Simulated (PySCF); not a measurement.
**Correlation energy of O²⁺ (oxygen, charge +2)**

[He] 2s1 2p2 3d1, one real determinant (an excited configuration). All numbers are calculated (PySCF 2.14, scalar relativity by spin-free X2C-1e, in aug-cc-pCVTZ-DK with one added diffuse shell each of s, p, d, f type (8s7p5d3f, 75 functions)). Frozen: nothing; 6 electrons correlated.

MP2 pair energies summed by pair of shells (mhartree):

```csv
pair,energy,share (%)
1s-1s,-36.28,53.3
1s-2p,-9.00,13.2
2p-2p,-7.64,11.2
2s-2p,-5.96,8.8
2p-3d,-3.63,5.3
1s-2s,-3.51,5.2
2s-3d,-1.99,2.9
1s-3d,-0.07,0.1
```

Total MP2 correlation energy: -68.06 mhartree.

Same-spin part -23.41 and opposite-spin part -44.65 mhartree; SCS-MP2 scales them by 1/3 and 6/5 to -61.38 mhartree.

The reference is one real determinant that mixes LS terms of this configuration.
